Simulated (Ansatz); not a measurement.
One change: `[CH3][SnH2][N]=C=O` becomes `O=C=N[SiH2]F`.

Ansatz, PBE0-D4/def2-TZVP geometries, multiplicity 1. Each molecule was computed in one conformer, which needn't be the lowest.

Elements past krypton have def2 core potentials.

| property | `[CH3][SnH2][N]=C=O` |
| --- | --- |
| HOMO energy (PBE/def2-TZVPP) / eV | -6.65 |
| LUMO energy (ωB97M-V/def2-TZVPP) / eV | 1.03 |
| HOMO energy (B3LYP/def2-TZVPP) / eV | -7.78 |
| LUMO energy (B3LYP/def2-TZVPP) / eV | -0.62 |
| LUMO energy (PBE0/def2-TZVPP) / eV | -0.38 |
| HOMO–LUMO gap (ωB97M-V/def2-TZVPP) / eV | 11.27 |

Q: Give the same properties after the change, and the shifts. (An estimate is asked.)

A: Computed: 
| property | `O=C=N[SiH2]F` | shift |
| --- | --- | --- |
| HOMO energy (PBE/def2-TZVPP) / eV | -7.56 | -0.91 |
| LUMO energy (ωB97M-V/def2-TZVPP) / eV | 1.56 | 0.53 |
| HOMO energy (B3LYP/def2-TZVPP) / eV | -8.72 | -0.94 |
| LUMO energy (B3LYP/def2-TZVPP) / eV | -0.56 | 0.06 |
| LUMO energy (PBE0/def2-TZVPP) / eV | -0.32 | 0.06 |
| HOMO–LUMO gap (ωB97M-V/def2-TZVPP) / eV | 12.72 | 1.45 |

With PBE0 the HOMO falls by 0.93 eV and the LUMO rises by 0.06 eV, so the gap widens by about 0.99 eV. PBE moves the HOMO by -0.91 eV and ωB97M-V by -0.92 eV.

B3LYP here is the variant with VWN-RPA as its local correlation; programs differ in this.
